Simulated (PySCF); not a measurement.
C₃H₇NOSi, SMILES [SiH3]OCCC#N.

The structure is a stationary point at PBE-D3(BJ)/def2-SVP. One conformer was computed; it need not be the lowest.

These are PBE-D3(BJ)/def2-SVP in PySCF values and carry that method's errors.

Frequencies are harmonic and unscaled.

```csv
mode,ν (cm⁻¹),IR (km/mol),moving atoms (share of kinetic energy)
1,43,0.1,"C 30 %, H 28 %, O 25 %, Si 14 %"
2,84,6.4,"H 55 %, C 22 %, N 15 %"
3,97,3.5,"N 34 %, C 22 %, Si 20 %, H 13 %, O 11 %"
4,146,5.2,"H 57 %, O 23 %, C 17 %"
5,210,5.3,"C 34 %, O 29 %, N 19 %, H 15 %"
6,322,0.6,"C 37 %, Si 29 %, N 14 %, H 13 %"
7,380,0.0,"C 60 %, H 23 %, N 17 %"
8,506,3.7,"C 75 %, N 10 %, H 8 %"
9,681,48.3,"H 83 %, Si 9 %"
10,707,44.0,"H 81 %, Si 11 %"
11,770,0.0,"H 85 %, C 14 %"
12,790,31.9,"O 46 %, C 21 %, Si 20 %, H 10 %"
13,896,60.8,H 96 %
14,915,135.3,H 93 %
15,945,270.2,"H 86 %, Si 10 %"
16,957,26.8,"C 52 %, H 27 %, N 18 %"
17,1036,2.0,"H 59 %, C 39 %"
18,1040,1.8,"C 75 %, H 23 %"
19,1132,269.9,"O 55 %, C 36 %"
20,1177,0.8,"H 81 %, C 16 %"
21,1244,0.2,"H 63 %, C 35 %"
22,1262,0.3,H 94 %
23,1370,39.4,"H 71 %, C 28 %"
24,1390,5.6,H 92 %
25,1448,6.1,H 92 %
26,2151,75.8,H 98 %
27,2153,133.4,H 96 %
28,2214,93.2,H 96 %
29,2300,12.1,"C 62 %, N 38 %"
30,2920,30.7,H 95 %
31,2966,25.6,"H 90 %, C 10 %"
32,2990,2.2,H 95 %
33,3044,1.2,"H 90 %, C 10 %"
```
